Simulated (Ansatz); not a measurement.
Reaction (formal exchange of groups at the Si–F bond): `O[SiH](F)[SiH2]F` + `FC1CCC1` → `O[SiH](F)[SiH3]` + `F[C@H]1C[C@@H](F)C1`

Isolated molecules relaxed with PBE0-D4/def2-TZVP in Ansatz; ΔE leaves out vibrations. CCSD(T)/CBS adds triple-zeta CCSD(T) − MP2 to the extrapolated MP2 energy (def2 sets, frozen cores). Functionals use def2-TZVPP. B3LYP here is the variant with VWN-RPA as its local correlation; programs differ in this. One conformer a species, not always the lowest.

`O[SiH](F)[SiH2]F`:

Z-matrix (Å, degrees):
```
Si
F 1 1.601
Si 1 2.358 2 107.8
O 1 1.634 2 110.8 3 -119.8
H 1 1.480 2 107.1 3 124.8
F 3 1.612 1 106.0 2 -87.3
H 3 1.485 1 114.0 2 31.5
H 3 1.487 1 111.6 2 155.7
H 4 0.959 1 118.4 2 77.2
```

`FC1CCC1`:

Z-matrix (Å, degrees):
```
C
C 1 1.526
F 1 1.376 2 117.2
C 1 1.526 2 89.6 3 -120.6
H 1 1.094 2 112.4 3 125.2
C 2 1.544 1 87.1 3 141.9
H 2 1.090 1 118.6 3 -96.0
H 2 1.092 1 109.6 3 30.7
H 4 1.092 1 109.6 2 89.9
H 4 1.090 1 118.6 2 -143.4
H 6 1.089 2 117.5 1 -141.4
H 6 1.091 2 111.8 1 91.8
```

`O[SiH](F)[SiH3]`:

Z-matrix (Å, degrees):
```
Si
F 1 1.603
Si 1 2.339 2 109.3
O 1 1.636 2 110.2 3 117.2
H 1 1.488 2 105.0 3 -123.8
H 3 1.487 1 109.5 2 -177.0
H 3 1.486 1 110.3 2 62.6
H 3 1.487 1 109.6 2 -57.8
H 4 0.959 1 118.9 2 71.5
```

`F[C@H]1C[C@@H](F)C1`:

```xyz
12

F     1.366    1.745    0.337
C     0.263    1.035   -0.073
C     0.541   -0.216   -0.910
C    -0.547   -0.915   -0.092
F    -0.276   -2.204    0.297
C    -0.406    0.159    0.989
H    -0.420    1.739   -0.553
H     0.445   -0.165   -1.994
H     1.516   -0.624   -0.637
H    -1.525   -0.918   -0.580
H    -1.297    0.524    1.498
H     0.341   -0.159    1.718
```

(1) Is it downhill or uphill in electronic energy at CCSD(T)/CBS, and by how much? (Estimate.)

(2) What do these levels give: r2SCAN-D4, PBE0-D4, B3LYP-D4, ωB97M-V, B2PLYP, r2SCAN, PBE0, SCS-MP2/def2-TZVPP, CCSD/def2-TZVPP, CCSD(T)/def2-TZVPP, MP2/CBS(def2), CCSD/CBS(def2)? (An estimate is asked.)

Largest T1 diagnostic among the species: 0.013.

Results:

(1) The calculation gave: Uphill: ΔE = +186.2 kJ/mol.

(2) Computed: r2SCAN-D4 176.9, PBE0-D4 172.1, B3LYP-D4 178.3, ωB97M-V 177.4, B2PLYP 183.6, r2SCAN 176.9, PBE0 171.8, SCS-MP2/def2-TZVPP 189.8, CCSD/def2-TZVPP 182.2, CCSD(T)/def2-TZVPP 180.9, MP2/CBS(def2) 198.3, CCSD/CBS(def2) 187.6 kJ/mol.

From PBE to PBE0 (25 % exact exchange), in def2-TZVPP and without D4, ΔE moves by +4.3 kJ/mol.
